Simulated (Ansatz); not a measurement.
Reaction (ligand exchange at a Ga–N bond): `[NH2][Ga]([Cl])[O][SiH3]` + HCl → `[SiH3][O][Ga]([Cl])[Cl]` + NH₃

Isolated molecules relaxed with PBE0-D4/def2-TZVP in Ansatz; ΔE leaves out vibrations. CCSD(T)/CBS adds triple-zeta CCSD(T) − MP2 to the extrapolated MP2 energy (def2 sets, frozen cores). This one scheme is used for every species. Functionals use def2-TZVPP. HSE06 is defined as in plane-wave codes. For Ga outer-core shells are correlated without core-valence functions, which leaves a few kJ/mol of doubt a bond. Scalar relativity is left out up to krypton. One conformer a species, not always the lowest.

```csv
level,ΔE (kJ/mol)
LDA (SPW92),-58.6
revPBE-D4,-68.1
BLYP-D4,-66.9
HSE06-D4,-70.8
revPBE,-71.4
r2SCANh,-71.0
BHLYP,-71.9
MP2/def2-SVP,-67.1
```

(1) What does CCSD(T)/CBS give? (Estimate.)

Largest T1 diagnostic among the species: 0.012.

## Answers

(1) Ansatz gave: -63.1 kJ/mol. The listed levels differ from it by 4.5, -5.0, -3.8, -7.7, -8.3, -7.9, -8.8, -4.0 kJ/mol.

At CCSD(T), def2-SVP lies −4.5 kJ/mol from the extrapolated value and def2-TZVPP −1.4 kJ/mol. In def2-TZVPP, CCSD(T) changes the Hartree–Fock value by +13.9 kJ/mol (the triples alone add +0.3 kJ/mol) and MP2 by +13.3 kJ/mol.
